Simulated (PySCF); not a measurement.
Gas-phase reaction: Ga2F6 ⇌ 2 GaF3. Level: ωB97M-V/def2-TZVP†; standard pressure 1 bar.

Energies from PySCF, thermal terms from the rigid-rotor harmonic-oscillator model, ideal gas at 1 bar. † marks an energy on the PBE0/def2-TZVP geometry and frequencies. All species are closed-shell singlets. Ga: all electrons, no relativistic terms. Ga2F6: computed as isolated molecules; such fragments, hydroxides, amides, oligomers or adducts are transient or little studied in the gas. The harmonic model lacks anharmonicity and excited electronic states, which grow with temperature; levels with a mode under 35 cm⁻¹ are left out. Soft modes under 120 cm⁻¹ make the harmonic entropy rough for Ga2F6.

| T (K) | 1000/T (1/K) | log10 K |
|---|---|---|
| 500 | 2.0000 | -10.81 |
| 600 | 1.6667 | -7.73 |
| 800 | 1.2500 | -3.92 |
| 1000 | 1.0000 | ? |
| 1200 | 0.8333 | -0.22 |
| 1400 | 0.7143 | 0.80 |

**Question.** Fit log10 K = a + b·(1000/T) to the five rows, get the mean ΔH° and ΔS°, and predict log10 K at 1000 K.

**Answer.** Means: 1000/T = 1.2929, log10 K = -4.376. Sums of products about the means: Sxy = -10.72770, Sxx = 1.187567, so b = Sxy/Sxx = -9.03 and a = -4.376 − (-9.03)×1.2929 = 7.30.
ΔH° = −R ln 10 × 1000 K × b = −19.145 × (-9.03) = 173 kJ; ΔS° = R ln 10 × a = 140 J/K. The run's own values go from 178 kJ and 149 J/K at 500 K to 163 kJ and 132 J/K at 1400 K.
Prediction at 1000 K: 7.30 + (-9.03)×1.0000 = -1.73. The computed value is -1.69, 0.04 from the line.
For scale, ΔH°(298 K) is 181 kJ at this level, 178 kJ at ωB97X-V/def2-TZVP†, and runs from 131 to 214 kJ over the 18 levels computed.
